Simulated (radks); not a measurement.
Values are calculated unless marked as measured or tabulated.
Co+, 26 electrons, occupied as [Ar] 3d6 4s1 4p1 (not the ground configuration). Code: a radial shooting solver on a logarithmic mesh with Libxc functionals. Model: non-relativistic Kohn-Sham, r2SCAN, spin-polarised, spherical densities, point nucleus; open shells are filled with parallel spins first; meta-GGA in the generalised Kohn-Sham scheme.

X-ray form factor f0, the Fourier transform of the density (f0(0) = 26):

sin(theta)/lambda (1/angstrom)  f0 (electrons)
0.05                                    25.466
0.1                                     24.112
0.15                                    22.414
0.2                                     20.691
0.25                                    19.047
0.3                                     17.488
0.4                                     14.631
0.5                                     12.215
0.6                                     10.324
0.8                                      7.940
1                                        6.703
1.25                                     5.734
1.5                                      4.896
2                                        3.380
